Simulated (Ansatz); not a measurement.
A made-up structure of Si₂HBr, closed shell:

```xyz
4
angstrom
Si 0.9751 0.6318 1.3052
Si 0.4701 -1.8303 0.2429
Br -0.3972 0.0002 -0.4792
H -1.0587 1.2181 -1.0786
```

It is relaxed with PBE-D4/def2-SVP and then PBE0-D4/def2-TZVP (Ansatz 0.2.0). Atoms count as bonded within 1.22 times the sum of their covalent radii (H–H: 0.88 Å). The end point is not checked to be a true minimum.

Task: Does its bonding change? (Judge from chemistry; the calculation decides.)

Result: Computed: Yes. Formed: Si1–Si2; broken: none.

Where it ends: The first stage lowers the energy by 3.20 eV in 8 steps. It ends as Si₂HBr ([Si]1[Si][BrH]1):
Si1  (1.042, 0.283, 1.384)
Si2  (0.764, -1.569, 0.150)
Br3  (-1.023, 0.263, -0.161)
H4  (-0.793, 1.042, -1.382)
(Å)

Labels in which every atom is bracketed show which atoms are joined, not bond orders.

For scale, one of the runs: PBE0-D4/def2-TZVP relaxation, 128 basis functions, launched by `ansatz run in.yaml --threads 2 --pin off --events-out ev --progress --plain --max-ram 4352MiB`. Hardware: 2 CPU threads of an Arm Neoverse V1, shared host. Wall time about 18 s.
